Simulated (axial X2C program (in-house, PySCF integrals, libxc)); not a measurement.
**GeSe: cheaper levels and CCSD(T), two-component**

Calculated with an in-house relativistic program for diatomic molecules. Two-component (2c) means X2C with spin–orbit coupling and atomic mean-field two-electron Coulomb and Gaunt terms. Basis: Se dyall-cv3z [8s9p6d4f1g], Ge dyall-cv3z [9s9p7d4f1g] (cores contracted in-house); Gaussian nuclei, density fitting, unrestricted open shells. Masses: Se 79.917 u, Ge 73.921 u.

State: Ω = 0 (closed shell); fragments Se + Ge.

| level | Re (Å) | ωe (cm⁻¹) |
| --- | --- | --- |
| PBE0 | 2.134 | 412.0 |
| HF | 2.117 | 438.6 |
| MP2 | 2.154 | 404.0 |
| CCSD | 2.145 | 413.1 |
| M06 | 2.143 | 405.5 |

Correlated methods: 10 electrons correlated (number of frozen shells: Se 3 s, 2 p, 1 d; Ge 3 s, 2 p, 1 d), 250 virtual spin orbitals or spinors in MP2, 90 natural virtuals in coupled cluster.

CCSD(T), same Hamiltonian and basis:

Re = 2.160 Å, ωe = 395.9 cm⁻¹; T1 = 0.027 (Lee–Taylor normalisation).

(1) Give the differences from CCSD(T) in the columns below.

The state is a single determinant with fixed occupations, the lowest that a limited PBE0 search found. Closed shells are restricted here (equal orbitals for both partners); the stretched side of such a curve lies too high. De is not given where an atomic determinant may have missed its ground term or J level, or where the truncated virtual space spoils (T). CCSD and (T) use frozen natural virtuals with an MP2 correction for the truncation; (T) itself is uncorrected, so its De runs slightly low. Without a current term, density functionals place determinants with orbital angular momentum somewhat too high. The T1 diagnostic is large, a sign of multireference character. With the outer-core shells frozen, correlated bond lengths of heavy atoms tend to come out a few hundredths of an ångström too long.

Results:

(1) 

```csv
level,ΔRe (Å),Δωe (cm⁻¹)
PBE0,-0.026,16
HF,-0.043,43
MP2,-0.006,8
CCSD,-0.015,17
M06,-0.017,10
```
